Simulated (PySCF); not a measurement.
Structure with atom numbers: `[CH3:1][SiH2:2][Si@@H:3]([NH2:4])[SiH3:5]`. Hydrogens are named by the atom that carries them. Ha(Si2) is pro-R; Hb(Si2) is pro-S.

All values are calculated (PySCF): coordinates at the GFN2-xTB level, shielding tensors at PBE0/pcSseg-1 (GIAO). Non-relativistic Hamiltonian, a single conformation, fast rotation and ring inversion assumed for equivalent nuclei, gas phase.

Referencing at the same level of theory: $^{13}$C, $^{1}$H, $^{29}$Si against TMS; NH3 for $^{15}$N.

```tsv
atoms	nucleus	count	Hirshfeld charge	δ (ppm)
Si5	$^{29}$Si	1	0.21	-117.8
Ha(Si2)	$^{1}$H	1	-0.08	4.12
Si3	$^{29}$Si	1	0.22	?
Si2	$^{29}$Si	1	0.25	-76.8
N4	$^{15}$N	1	-0.32	-2.8
H(Si5)	$^{1}$H	3	-0.08	3.47
Hb(Si2)	$^{1}$H	1	-0.08	3.89
H(C1)	$^{1}$H	3	0.04	0.29
H(N4)	$^{1}$H	2	0.11	?
H(Si3)	$^{1}$H	1	-0.10	5.51
C1	$^{13}$C	1	-0.21	?
```

Fill in the missing shifts.

## Answers


- C1: -10.0 ppm, methyl carbon bonded to Si; an electropositive neighbour leaves it electron-rich and shielded
- H(N4): -0.29 ppm, hydrogen on a nitrogen bonded to Si; exchangeable; this is the value without hydrogen bonding to other molecules
- Si3: -50.9 ppm, silicon bonded to N, 2 Si, H

Exchangeable OH/NH protons stand at their gas-phase positions; hydrogen bonding in a real sample shifts them, mostly to higher δ. Shifts are as computed. Against solution values, carbons near 30 ppm lie about +3 ppm off and those near 130 ppm about +5 ppm. Of 1309 compounds with measured shifts, 239 miss one by over three times the rms of a fit or turn the order of signals round; such compounds aren't used in these exercises. Experimental scales use liquid or dissolved standards, which lie at an offset from isolated NH3 (liquid NH3: subtract about 20 ppm).
